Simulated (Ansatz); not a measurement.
HBe (SMILES [BeH]), doublet, geometry from GFN2-xTB (such geometries of metal compounds can be far from the true shape) (the spin is typed, not shown lowest). Base run: CAM-B3LYP/3-21G run with Ansatz (a quantum-chemistry and plane-wave program).

Ansatz was given this input:
Ansatz 0.2 input:
```yaml
crystal:
  periodic: [false, false, false]
  atoms:
    - {symbol: Be, position_ang: [-0.00000000, -0.00000000, -0.26243405]}
    - {symbol: H, position_ang: [0.00000000, 0.00000000, 1.04973619]}
basis:
  gaussian:
    orbitals: 3-21G.json
hamiltonian:
  xc: cam_b3lyp
magnetization: {spin_polarized: true, initial_magnetization: 1}
```
The basis file holds 3-21G in the JSON format of the Basis Set Exchange.

Each row names what was changed in the base input (with any setting that the change needs).

```tsv
change	E (Eh)	<S^2>
base	-15.14378	0.751
functional = blyp; dispersion = d3bj	-15.15182	0.751
functional = b3lyp5	-15.15294	0.751
functional = hf	-15.05874	0.752
functional = B97M-V	-15.17633	0.750
functional = pbe0	-15.13088	0.751
functional = SVWN5	-14.92428	0.750
functional = pbe	-15.12094	0.750
functional = wB97X	-15.15273	0.751
functional = revpbe	-15.15858	0.750
functional = r2scan	-15.14960	0.751
functional = pbe; dispersion = d3bj	-15.12129	0.750
functional = wB97X-V	-15.15445	0.751
```

Absolute energies of different levels of theory aren't comparable as measures of quality.
